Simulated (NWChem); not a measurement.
# CH7NOSi; SMILES C[SiH](N)O

```xyz
11

Si     0.0428     0.0716    -0.3596
C      0.5092    -1.6607     0.2054
N     -1.5646     0.3653     0.2201
O      1.0705     1.2609     0.2068
H      0.2133     0.1921    -1.8319
H     -0.1226    -2.4192    -0.2740
H      0.4093    -1.7789     1.2912
H      1.5489    -1.8828    -0.0599
H     -2.1020     1.1574    -0.1114
H     -2.1693    -0.4148     0.4456
H      0.9568     1.4635     1.1470
```
Atoms are numbered in this order, from 1.

Computed with NWChem. Medium grid unless said otherwise, to which SCAN and Minnesota functionals are sensitive. All runs use the structure optimised with B3LYP/6-31G* (spherical d). Total energies of different functionals are on different scales.

```
level           energy (Ha)  highest occupied level (eV)  orbital gap (eV)  dipole (D)
--------------  -----------  ---------------------------  ----------------  ----------
B3LYP/def2-SVP    -461.6670                        -6.92              8.10        2.27
PBE/def2-SVP      -461.2806                        -5.68              6.32        2.26
M06/def2-SVP      -461.5310                        -7.34              8.65        2.27
B97-D/def2-SVP    -461.5300                        -5.69              6.46        2.24
M06-L/def2-SVP    -461.6221                        -6.06              7.47        2.28
BLYP/def2-SVP     -461.5669                        -5.52              6.13        2.23
TPSS/def2-SVP     -461.6885                        -5.81              6.69        2.24
RPBE/def2-SVP     -461.6074                        -5.65              6.27        2.22
```
